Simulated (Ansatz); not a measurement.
Mg(OMe)(SiH3) (CH6MgOSi), SMILES [Mg]([SiH3])[O]C. Atoms are numbered in the order given.

```xyz
10

Mg    -0.0316     0.0075    -0.0023
O     -1.0233    -0.4932    -1.3901
C     -1.7940    -0.8815    -2.4674
H     -2.5702    -0.1292    -2.7176
H     -1.1858    -1.0300    -3.3835
H     -2.3246    -1.8373    -2.2777
Si     1.3964     0.7283     1.9956
H      1.1318    -0.0998     3.2168
H      1.1501     2.1532     2.3907
H      2.8655     0.6150     1.7193
```

Coordinates come from a B3LYP-D3(BJ)/def2-SVP optimisation. One conformer was computed; it need not be the lowest.

Two levels are set side by side: PBE-D3(BJ)/def2-SVP (Ansatz, a program for electronic structure) and B3LYP-D3(BJ)/def2-SVP (Ansatz). Each level has its own optimised geometry; the coordinates shown are those of the second. Differences are taken from unrounded values.

```
quantity              B3LYP-D3(BJ)
--------------------  ------------
mean bond length (Å)         1.505
bond Mg1–O2 (Å)              1.778
bond Mg1–Si7 (Å)             2.559
bond O2–C3 (Å)               1.380
bond C3–H4 (Å)               1.110
bond C3–H5 (Å)               1.110
bond C3–H6 (Å)               1.110
bond Si7–H8 (Å)              1.499
bond Si7–H9 (Å)              1.499
bond Si7–H10 (Å)             1.499
```

### Question
What does PBE-D3(BJ) give, and how far is it from B3LYP-D3(BJ)? (An estimate is asked for; the answer gives what the named calculation found.)

### Answer

```tsv
quantity	PBE-D3(BJ)	PBE-D3(BJ) minus B3LYP-D3(BJ)
mean bond length (Å)	1.514	0.009
bond Mg1–O2 (Å)	1.790	0.012
bond Mg1–Si7 (Å)	2.563	0.003
bond O2–C3 (Å)	1.383	0.002
bond C3–H4 (Å)	1.118	0.009
bond C3–H5 (Å)	1.118	0.009
bond C3–H6 (Å)	1.118	0.009
bond Si7–H8 (Å)	1.511	0.012
bond Si7–H9 (Å)	1.511	0.012
bond Si7–H10 (Å)	1.511	0.012
```

Exact exchange shortens and stiffens bonds; PBE has none. Differences between two approximate levels are no errors against the true value.
